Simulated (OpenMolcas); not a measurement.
**Ar+: the spin-orbit constant, thermal populations, worked from levels**

```
Program             : OpenMolcas 26.06
Basis               : ANO-RCC [8s7p5d4f2g]
Scalar Hamiltonian  : DKH2, point nucleus
Active space        : 7 electrons in 9 orbitals (RAS2 3s 3p; RAS3 3d, at most 2 electrons)
State averaging     : 2S+1 = 2 odd, 3 roots; 2S+1 = 2 even, 1 root
Spin-orbit coupling : RASSI with atomic mean-field integrals over the reference wave functions, term energies averaged over their components
```

Methods: RASSCF; SS-RASPT2, IPEA 0.25 Eh, imaginary shift 0.1 Eh (closed shells correlated: 2s 2p). Measured levels: NIST Handbook of Basic Atomic Spectroscopic Data.

**The spin-orbit constant.** For the Hund term 2P* of p5, E(J) = (A/2) J(J+1) + constant and ζ = -2S·A = -A. From J = 1/2 to J = 3/2 the energy changes by 1.5 A.

```tsv
Source	E(3/2) - E(1/2)	A	ζ
RASSCF	-1277.3	-851.5	852
SS-RASPT2	-1277.3	-851.5	852
measured	-1431.6	-954.4	954
```

All in cm-1. SS-RASPT2 is off by -10.8 % and RASSCF by -10.8 %. Both methods take the spin-orbit matrix elements from the reference wave functions, so the second can move ζ only through the term energies and any multistate remixing.

**Thermal populations.** Z = Σ (2J + 1) exp(-E/kT) with k = 0.695035 cm-1/K, over the levels below. No other level of either list lies under 90000 cm-1, which is above 7 kT at each temperature.

```
          Level  2J + 1  SS-RASPT2  measured
3s2 3p5 2P* 3/2       4        0.0       0.0
3s2 3p5 2P* 1/2       2       1277      1432
```

```
T (K)  Z, SS-RASPT2  Z, measured levels  Ground level (%), SS-RASPT2  Ground level (%), measured levels
 5000         5.385               5.325                         74.3                               75.1
 8000         5.590               5.546                         71.6                               72.1
12000         5.716               5.684                         70.0                               70.4
```

At 12000 K, kT = 8340 cm-1, and the computed levels give Z = 4.000 + 1.716 = 5.716.

Active for correlation alone: 3d; no level in the range computed is led by a configuration that fills it, so any true level of that kind is missing. Without dynamic correlation excited terms often stand tens of per cent too high (terms of higher spin than the ground term too low), and those without a measured partner can miss by more than the paired ones (holds for RASSCF). Computed and measured levels are paired by configuration, term and J; levels that our copy of the source lacks, or whose pairing is in doubt (as where it misses far off the trend of its configuration), stay unpaired and out of the deviations. Levels of configurations outside the active space are missing.

* marks odd parity.
